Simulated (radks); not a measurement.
The numbers below are computed, except where a source is named.
How relativity changes the ionisation of neutral hafnium ([Xe] 4f14 5d2 6s2) to Hf+ ([Xe] 4f14 5d1 6s2). Spin-unpolarised spherical Kohn-Sham, LDA (Slater exchange, Perdew-Wang correlation), point nucleus unless stated (finite: rms radius 5.347 fm), a radial shooting solver on a logarithmic mesh with Libxc functionals. A level marked "c x" has the speed of light scaled by that factor and shares open shells by 2j + 1; other Dirac levels either fill j = l - 1/2 first or share by 2j + 1.

level                               E(Hf) (hartree)  E(Hf+) (hartree)  IE (eV)   HOMO  <r> HOMO (bohr)
non-rel.                                -14317.4634       -14317.1707    7.965     5d            2.334
scalar-rel.                             -15069.2005       -15068.9533    6.728     5d            2.492
scalar-rel., finite nucleus             -15067.1524       -15066.9051    6.730     5d            2.492
Dirac, 2j+1 shares                      -15088.6383       -15088.3910    6.731  5d5/2            2.548
Dirac, low j first                      -15088.6582       -15088.4036    6.930  5d3/2            2.443
Dirac, 2j+1 shares, finite nucleus      -15086.5728       -15086.3253    6.733  5d5/2            2.547
Dirac, c x 0.75                         -15900.6940       -15900.4816    5.778  5d5/2            2.783
Dirac, c x 0.85                         -15458.1780       -15457.9480    6.259  5d5/2            2.653
Dirac, c x 100                          -14317.5302       -14317.2375    7.965  5d5/2            2.334

NIST Atomic Spectra Database: 6.825 eV (measured). The relativistic part of the total energy of Hf is -769.1 hartree (Dirac, 2j+1 shares, finite nucleus), 5.4 % of the non-relativistic value. Spin polarisation and multiplet splitting of open shells are left out at every level.

Beside tabulated values, note that relativity, absent from the non-relativistic runs, is large for the heavy elements, and spin-unpolarised runs miss the spin-polarisation part of the exchange energy of open shells.
